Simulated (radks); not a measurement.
Charge is removed step by step from the 3d down level of the ruthenium ion Ru+, starting from [Ar] 3d(up 5, down 5) 4s2 4p6 4d7. Calculated with a radial shooting solver on a logarithmic mesh with Libxc functionals: non-relativistic Kohn-Sham, r2SCAN, spin-polarised, spherical densities, point nucleus; open shells are filled with parallel spins first (spin-orbit coupling, left out, can overturn this in heavy ions); meta-GGA in the generalised Kohn-Sham scheme; relativity is left out, which matters for an element this heavy.

removed (e),E - E(0) (eV),eigenvalue (eV),E minus straight line (eV)
0,0.000,-286.61,0.000
0.1,28.818,-289.77,-1.469
0.2,57.954,-292.96,-2.621
0.3,87.411,-296.19,-3.451
0.4,117.19,-299.45,-3.957
0.5,147.30,-302.74,-4.136
0.6,177.74,-306.07,-3.983
0.7,208.52,-309.42,-3.496
0.8,239.63,-312.81,-2.672
0.9,271.08,-316.23,-1.508
1,302.87,-319.68,0.000

Removing the whole electron costs 302.87 eV by Delta-SCF, against 286.61 eV from minus the eigenvalue at the starting occupation. Slater's transition state (half an electron removed) gives 302.74 eV. Integrating minus the eigenvalue over the occupation (Janak's theorem) gives 302.87 eV. The mean slope of the eigenvalue, de/dn, is 33.1 eV per electron.
